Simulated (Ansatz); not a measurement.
Four-centre ligand exchange

Start structure (SiH4OF2, singlet), relaxed at PBE0-D4/def2-TZVP:

```
atom    x (Å)    y (Å)    z (Å)
 Si1  -1.1335   0.0587  -0.1051
  H2  -0.9547  -1.2991   0.4266
  F3  -0.3903   0.2272  -1.5025
  F4  -0.5657   1.1480   0.9071
  H5  -2.5487   0.4122  -0.3431
  H6   1.9937  -0.2900  -0.5641
  O7   1.7130  -0.5199   0.3256
  H8   1.8861   0.2628   0.8553
```

The step: SiH₂F₂ ([F][SiH2][F]) + H₂O → SiH₂OF₂ ([OH][SiH]([F])[F]) + H₂; bonds formed: Si1–O7, H2–H6; bonds broken: Si1–H2, H6–O7. Program: Ansatz 0.2.0. Basis: def2-TZVPP and def2-QZVPP. Cores are frozen in the correlated methods. Extrapolation: Hartree–Fock as exp(−7.88 √X), correlation as X^−2.97. Energies below are by CCSD(T) at an estimated basis limit (MP2 extrapolated from triple and quadruple zeta, plus CCSD(T) − MP2 in triple zeta).

Problem. What are the electronic barrier and the energy of the step, from the start structure to the end structure? (To be estimated.)

Solution. Computed: Barrier 1.571 eV; step energy -0.938 eV (downhill); reverse barrier, their difference, 2.509 eV. Barrier and step energy count from the start structure, the reverse barrier from the end structure.

The saddle point: One imaginary mode of 1230i cm⁻¹.
```
  pair  start (Å)  saddle (Å)  end (Å)
Si1–O7       2.94        1.82     1.62
 H2–H6       3.27        1.16     0.75
Si1–H2       1.47        1.70     4.47
 H6–O7       0.96        1.12     2.68
```

Zero-point energy (harmonic, PBE0-D4): ZPE is 1.270 eV at the start and 1.195 eV at the saddle, so the barrier goes from 1.571 to 1.497 eV.

No T1 diagnostic of these runs exceeds 0.012.

Labels in which every atom is bracketed show which atoms are joined, not bond orders.

For scale, one of the runs: CCSD(T)/def2-TZVPP, 191 basis functions, launched by `ansatz run in.yaml --threads 4 --pin off --events-out ev --progress --plain --max-ram 9574MiB`. Time: 49 s of wall clock on 4 CPU threads of an Arm Neoverse V2; the host was shared. Peak host memory: 2.2 GiB.
